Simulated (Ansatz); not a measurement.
PtO₂⁻. Charge -1, multiplicity 2. Geometry r2SCAN-D4/def2-TZVPD.

```csv
atom,x (Å),y (Å),z (Å)
Pt1,1.1823,0.4944,-0.1952
O2,-0.2655,-0.3932,0.6970
O3,-0.9168,-0.1012,-0.5019
```

In the def2 sets Pt takes a core potential; there is no spin–orbit coupling. LC-ωPBE has ω = 0.4 bohr⁻¹. HSE06 is defined as in plane-wave codes, on full-range PBE exchange. The structure holds 1 bond(s) between oxygen atoms. At PBE-D4/def2-TZVPD, r2SCAN-D4/def2-TZVPD the charge -1 doublet is spin-contaminated (final ⟨S²⟩ up to 0.96, 0.75 for a pure state). At PBE-D4/def2-TZVPD, r2SCAN-D4/def2-TZVPD, HSE06-D4/def2-TZVPD the highest occupied level of the charge -1 doublet lies above zero (up to 1.05 eV). It is a level of β spin, whose loss leaves a triplet; that state wasn't run at this geometry and level. The electron is either unbound and held by the finite basis, or the level is raised by self-interaction error. No other spin state of charge -1 was run. Another isomer (doublet) lies 3.18 eV lower at PBE0-D4/def2-TZVPD; other spin states weren't run for this one.

Question: Estimate the α-spin orbital energies around the gap (eV) in Ansatz with PBE-D4/def2-TZVPD, r2SCAN-D4/def2-TZVPD, PBE0-D4/def2-TZVPD, HSE06-D4/def2-TZVPD, LC-ωPBE/def2-TZVPD.

Answer: 
| orbital | PBE-D4/def2-TZVPD | r2SCAN-D4/def2-TZVPD | PBE0-D4/def2-TZVPD | HSE06-D4/def2-TZVPD | LC-ωPBE/def2-TZVPD |
| --- | --- | --- | --- | --- | --- |
| HOMO−9 | -6.13 | -6.42 | -7.59 | -7.18 | -10.47 |
| HOMO−8 | -5.70 | -5.96 | -6.99 | -6.59 | -9.70 |
| HOMO−7 | -4.49 | -4.86 | -6.29 | -5.87 | -9.17 |
| HOMO−6 | -2.51 | -2.73 | -3.68 | -3.28 | -6.27 |
| HOMO−5 | -0.64 | -0.91 | -2.16 | -1.75 | -4.98 |
| HOMO−4 | -0.63 | -0.88 | -2.00 | -1.59 | -4.76 |
| HOMO−3 | -0.15 | -0.42 | -1.56 | -1.15 | -4.30 |
| HOMO−2 | -0.05 | -0.33 | -1.37 | -0.97 | -4.06 |
| HOMO−1 | 0.49 | 0.16 | -0.48 | -0.07 | -3.17 |
| HOMO | 0.98 | 0.72 | -0.34 | 0.04 | -2.55 |
| LUMO | 1.54 | 1.70 | 2.42 | 2.06 | 3.93 |
| LUMO+1 | 3.11 | 3.75 | 3.44 | 3.21 | 4.29 |
| LUMO+2 | 3.21 | 3.79 | 3.52 | 3.29 | 4.32 |
| LUMO+3 | 3.28 | 4.21 | 3.68 | 3.44 | 5.14 |
| LUMO+4 | 4.58 | 5.39 | 5.16 | 4.87 | 6.33 |
| LUMO+5 | 4.84 | 5.57 | 5.47 | 5.20 | 6.62 |
| β HOMO | 1.05 | 0.80 | -0.37 | 0.04 | -3.08 |
| β LUMO | 1.52 | 1.91 | 2.51 | 2.16 | 3.94 |
